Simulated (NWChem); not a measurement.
System: C$_{3}$H$_{3}$Br; SMILES C(=C=C)Br

Here is an NWChem input.

```
start job
memory heap 200 mb stack 900 mb global 1100 mb
geometry units angstroms
  C     -2.765164    -1.161129    -0.339753
  C     -1.472813    -1.113131    -0.370723
  C     -0.183154    -1.030949    -0.388895
  Br     0.742446     0.549750     0.182591
  H     -3.362588    -0.863827    -1.187211
  H     -3.297044    -1.521834     0.525533
  H      0.485095    -1.810063    -0.713855
end
basis spherical
  * library def2-svp
end
dft
  xc xpbe96 cpbe96
  disp vdw 4
  iterations 150
end
driver
  maxiter 120
end
task dft optimize
task dft freq
```

Parts of the log:

```
             Northwest Computational Chemistry Package (NWChem) 7.3.0
             --------------------------------------------------------

 CS  symmetry detected

                             Geometry "geometry" -> ""
                             -------------------------

 Output coordinates in angstroms (scale by  1.889725989 to convert to a.u.)

  No.       Tag          Charge          X              Y              Z
 ---- ---------------- ---------- -------------- -------------- --------------
    1 C                    6.0000     0.45290990     2.83659649     0.00000000
    2 C                    6.0000    -0.20242419     1.72126189     0.00000000
    3 C                    6.0000    -0.82536401     0.58889695     0.00000000
    4 Br                  35.0000     0.11102265    -1.08595258     0.00000000
    5 H                    1.0000     0.72932244     3.33006599    -0.91798163
    6 H                    1.0000     0.72932244     3.33006599     0.91798163
    7 H                    1.0000    -1.89516767     0.46767630     0.00000000

 Effective nuclear repulsion energy (a.u.)     194.5972279434

      Symmetry information
      --------------------

 Group name             Cs
 Group number              2
 Group order               2
 No. of unique centers     6

                                Z-matrix (autoz)
                                --------

 Units are Angstrom for bonds and degrees for angles

      Type          Name      I     J     K     L     M      Value
      ----------- --------  ----- ----- ----- ----- ----- ----------
    1 Stretch                  1     2                       1.29361
    2 Stretch                  1     5                       1.07824
    3 Stretch                  1     6                       1.07824
    4 Stretch                  2     3                       1.29240
    5 Stretch                  3     4                       1.91884
    6 Stretch                  3     7                       1.07665
    7 Bend                     1     3     4               121.16398
    8 Bend                     1     3     7               126.09170
    9 Bend                     2     1     5               121.63164
   10 Bend                     2     1     6               121.63164
   11 Bend                     2     3     4               121.97481
   12 Bend                     2     3     7               125.28087
   13 Bend                     3     1     5               121.63841
   14 Bend                     3     1     6               121.63841
   15 Bend                     4     3     7               112.74431
   16 Bend                     5     1     6               116.72169
   17 Torsion                  2     1     5     6         178.61158
   18 Torsion                  2     1     6     5        -178.61158
   19 Torsion                  2     3     4     7         180.00000
   20 Torsion                  2     3     7     4         180.00000
   21 Torsion                  4     3     1     5          90.22923
   22 Torsion                  4     3     1     6         -90.22923
   23 Torsion                  1     2     4     3         180.00000
   24 Torsion                  5     1     3     7         -89.77077
   25 Torsion                  1     5     2     3        -176.34083
   26 Torsion                  6     1     3     7          89.77077
   27 Torsion                  1     6     2     3         176.34083
   28 Torsion                  1     2     7     3         180.00000

  pbe96 is a nonlocal functional; adding pw91lda local functional.

                           NWChem Geometry Optimization
                           ----------------------------

 maximum gradient threshold         (gmax) =   0.000450
 rms gradient threshold             (grms) =   0.000300
 maximum cartesian step threshold   (xmax) =   0.001800
 rms cartesian step threshold       (xrms) =   0.001200
 fixed trust radius                (trust) =   0.300000
 source of zmatrix                         =   autoz

          -------------------
          Energy Minimization
          -------------------

 Using diagonal initial Hessian
 Scaling for Hessian diagonals: bonds = 1.00  angles = 0.25  torsions = 0.10

          --------
          Step   0

                                 NWChem DFT Module
                                 -----------------

 Summary of "ao basis" -> "ao basis" (spherical)
 ------------------------------------------------------------------------------
       Tag                 Description            Shells   Functions and Types
 ---------------- ------------------------------  ------  ---------------------
 C                          def2-svp                 6       14   3s2p1d
 Br                         def2-svp                12       32   5s4p3d
 H                          def2-svp                 3        5   2s1p

      Symmetry analysis of basis
      --------------------------

        a'         61
        a"         28

            General Information
            -------------------
          SCF calculation type: DFT
          Wavefunction type:  closed shell.
          No. of atoms     :     7
          No. of electrons :    56
           Alpha electrons :    28
            Beta electrons :    28
          Charge           :     0
          Spin multiplicity:     1
          Use of symmetry is: on ; symmetry adaption is: on
          Maximum number of iterations: 150
          AO basis - number of functions:    89
                     number of shells:    39
          Convergence on energy requested:  1.00D-06
          Convergence on density requested:  1.00D-05
          Convergence on gradient requested:  5.00D-04

              XC Information
              --------------
          PerdewBurkeErnzerhof Exchange Functional  1.000
            Perdew 1991 LDA Correlation Functional  1.000 local
           PerdewBurkeErnz. Correlation Functional  1.000 non-local

             Grid Information
             ----------------
          Grid used for XC integration:  medium
          Radial quadrature: Mura-Knowles
          Angular quadrature: Lebedev.
          Tag              B.-S. Rad. Rad. Pts. Rad. Cut. Ang. Pts.
          ---              ---------- --------- --------- ---------
          C                   0.70       49          10.0       434
          Br                  1.15      112          11.0       590
          H                   0.35       45          11.0       434
          Grid pruning is: on
          Number of quadrature shells:   349
          Spatial weights used:  Erf1

           DFT-D3BJ Model
          s6 scale factor  :        1.000000000000
          s8 scale factor  :        0.787500000000
          a1 parameter     :        0.428900000000
          a2 parameter     :        4.440700000000
              vdW contrib  :       -0.005080536434

      Superposition of Atomic Density Guess
      -------------------------------------

 Sum of atomic energies:       -2686.45807714

      Non-variational initial energy
      ------------------------------

 Total energy =   -2688.420104
 1-e energy   =   -4121.312434
 2-e energy   =    1238.295102
 HOMO         =      -0.277058
 LUMO         =      -0.034268

      Symmetry analysis of molecular orbitals - initial
      -------------------------------------------------

  Numbering of irreducible representations:

     1 a'          2 a"

  Orbital symmetries:

     1 a'          2 a'          3 a'          4 a'          5 a"
     6 a'          7 a'          8 a'          9 a'         10 a'
    11 a'         12 a"         13 a'         14 a'         15 a"
    16 a'         17 a"         18 a'         19 a'         20 a'
    21 a'         22 a"         23 a'         24 a'         25 a"
    26 a'         27 a'         28 a"         29 a'         30 a"
    31 a'         32 a'         33 a'         34 a"         35 a'
    36 a'         37 a'         38 a'

[...]

      ----------------------
      Optimization converged
      ----------------------

  Step       Energy      Delta E   Gmax     Grms     Xrms     Xmax
  ---- ---------------- -------- -------- -------- -------- --------
@    6   -2689.27792921 -2.2D-07  0.00009  0.00002  0.00043  0.00096
                                     ok       ok       ok       ok

                                Z-matrix (autoz)
                                --------

 Units are Angstrom for bonds and degrees for angles

      Type          Name      I     J     K     L     M      Value     Gradient
      ----------- --------  ----- ----- ----- ----- ----- ---------- ----------
    1 Stretch                  1     2                       1.31683    0.00005
    2 Stretch                  1     5                       1.10432    0.00001
    3 Stretch                  1     6                       1.10432    0.00001
    4 Stretch                  2     3                       1.31346   -0.00009
    5 Stretch                  3     4                       1.91033    0.00004
    6 Stretch                  3     7                       1.10080   -0.00002
    7 Bend                     1     3     4               122.90583    0.00001
    8 Bend                     1     3     7               123.80522   -0.00002
    9 Bend                     2     1     5               121.40581   -0.00000
   10 Bend                     2     1     6               121.40581   -0.00000
   11 Bend                     2     3     4               122.79100    0.00001
   12 Bend                     2     3     7               123.92006   -0.00003
   13 Bend                     3     1     5               121.40555   -0.00000
   14 Bend                     3     1     6               121.40555   -0.00000
   15 Bend                     4     3     7               113.28895    0.00002
   16 Bend                     5     1     6               117.18813    0.00000
   17 Torsion                  2     1     5     6         179.82082   -0.00002
   18 Torsion                  2     1     6     5        -179.82082    0.00002
   19 Torsion                  2     3     4     7         180.00000   -0.00000
   20 Torsion                  2     3     7     4         180.00000   -0.00000
   21 Torsion                  4     3     1     5          90.16330    0.00001
   22 Torsion                  4     3     1     6         -90.16330   -0.00001
   23 Torsion                  1     2     4     3         180.00000    0.00000
   24 Torsion                  5     1     3     7         -89.83670    0.00001
   25 Torsion                  1     5     2     3         179.48555    0.00001
   26 Torsion                  6     1     3     7          89.83670   -0.00001
   27 Torsion                  1     6     2     3        -179.48555   -0.00001
   28 Torsion                  1     2     7     3         180.00000   -0.00000

                         Geometry "geometry" -> "geometry"
                         ---------------------------------

 Output coordinates in angstroms (scale by  1.889725989 to convert to a.u.)

  No.       Tag          Charge          X              Y              Z
 ---- ---------------- ---------- -------------- -------------- --------------
    1 C                    6.0000     0.45617809     2.85957053     0.00000000
    2 C                    6.0000    -0.17835048     1.70569745     0.00000000
    3 C                    6.0000    -0.81585634     0.55732263     0.00000000
    4 Br                  35.0000     0.08607089    -1.12669004     0.00000000
    5 H                    1.0000     0.73212061     3.36455208    -0.94253017
    6 H                    1.0000     0.73212061     3.36455208     0.94253017
    7 H                    1.0000    -1.91266182     0.46360633     0.00000000

 Effective nuclear repulsion energy (a.u.)     192.9646597667

      Symmetry information
      --------------------

 Group name             Cs
 Group number              2
 Group order               2
 No. of unique centers     6

                Final and change from initial internal coordinates
                --------------------------------------------------

                                Z-matrix (autoz)
                                --------

 Units are Angstrom for bonds and degrees for angles

[...]

 Rotational Constants
 --------------------
 A=   0.937464 cm-1  (  1.348771 K)
 B=   0.065025 cm-1  (  0.093554 K)
 C=   0.061603 cm-1  (  0.088631 K)

 Temperature                      =   298.15K
 frequency scaling parameter      =   1.0000

 Zero-Point correction to Energy  =   28.112 kcal/mol  (  0.044800 au)
 Thermal correction to Energy     =   31.085 kcal/mol  (  0.049537 au)
 Thermal correction to Enthalpy   =   31.677 kcal/mol  (  0.050481 au)

 Total Entropy                    =   72.202 cal/mol-K
   - Translational                =   40.217 cal/mol-K (mol. weight = 118.9400)
   - Rotational                   =   25.555 cal/mol-K (symmetry #  =        1)
   - Vibrational                  =    6.430 cal/mol-K

 Cv (constant volume heat capacity) =   15.313 cal/mol-K
   - Translational                  =    2.979 cal/mol-K
   - Rotational                     =    2.979 cal/mol-K
   - Vibrational                    =    9.354 cal/mol-K

[normal modes left out]

 ----------------------------------------------------------------------------
 Normal Eigenvalue ||           Projected Infra Red Intensities
  Mode   [cm**-1]  || [atomic units] [(debye/angs)**2] [(KM/mol)] [arbitrary]
 ------ ---------- || -------------- ----------------- ---------- -----------
    1       -0.000 ||    0.000005           0.000         0.005       0.005
    2       -0.000 ||    0.000393           0.009         0.383       0.414
    3       -0.000 ||    0.000241           0.006         0.235       0.254
    4       -0.000 ||    0.000004           0.000         0.003       0.004
    5       -0.000 ||    0.000164           0.004         0.160       0.173
    6        0.000 ||    0.000091           0.002         0.089       0.096
    7      155.949 ||    0.000675           0.016         0.658       0.711
    8      304.364 ||    0.008390           0.194         8.179       8.835
    9      429.714 ||    0.005398           0.125         5.263       5.684
   10      520.321 ||    0.005021           0.116         4.895       5.287
   11      669.221 ||    0.042006           0.969        40.950      44.233
   12      797.548 ||    0.025489           0.588        24.848      26.841
   13      841.294 ||    0.046621           1.076        45.448      49.092
   14      954.522 ||    0.000013           0.000         0.013       0.014
   15     1077.212 ||    0.000752           0.017         0.733       0.792
   16     1198.828 ||    0.037320           0.861        36.382      39.299
   17     1389.692 ||    0.013429           0.310        13.091      14.141
   18     2014.431 ||    0.005856           0.135         5.709       6.166
   19     3050.886 ||    0.001518           0.035         1.479       1.598
   20     3133.836 ||    0.006039           0.139         5.887       6.360
   21     3136.282 ||    0.000002           0.000         0.002       0.002
 ----------------------------------------------------------------------------
```

Level: PBE-D3(BJ)/def2-SVP. This build's default masses of Se (78.918 u) and Br (79.917 u) are each other's, which moves their modes by up to 0.6 %.
